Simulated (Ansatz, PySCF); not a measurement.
This Ansatz (a program for electronic structure) input computes a PBE/def2-TZVPD energy:

Ansatz 0.2 input:
```yaml
crystal:
  periodic: [false, false, false]
  atoms:
    - {symbol: O, position_ang: [-0.00000000, -0.00000000, -1.13481261]}
    - {symbol: C, position_ang: [0.00000000, 0.00000000, 0.04054995]}
    - {symbol: N, position_ang: [0.00000000, 0.00000000, 1.26217160]}
basis:
  gaussian:
    orbitals: def2-TZVPD
hamiltonian:
  xc: {name: PBE}
magnetization: {spin_polarized: true, initial_magnetization: 1}
output: {forces: true}
```

Write an input for the same energy in PySCF and say what it gives.


```python
from pyscf import gto, scf, dft

mol = gto.M(
    atom='''
    O    -0.00000000   -0.00000000   -1.13481261
    C     0.00000000    0.00000000    0.04054995
    N     0.00000000    0.00000000    1.26217160
    ''',
    basis='def2-tzvpd',
    charge=0,
    spin=1,
    symmetry='C2v',
    verbose=4,
)

mf = dft.UKS(mol, xc='pbe').density_fit(auxbasis='def2-universal-jkfit')
mf.grids.level = 3
mf.conv_tol = 1e-9
mf.max_cycle = 100
mf.max_memory = 1500
mf.kernel()
if not mf.converged:
    mf = mf.newton()
    mf.kernel(mf.make_rdm1())
mf.analyze()
```
It gives -167.89595 Eh, and Ansatz -167.89593 Eh, a difference of 0.02 mEh, from the treatment of integrals and grids.

It need not be the lowest isomer of its formula.
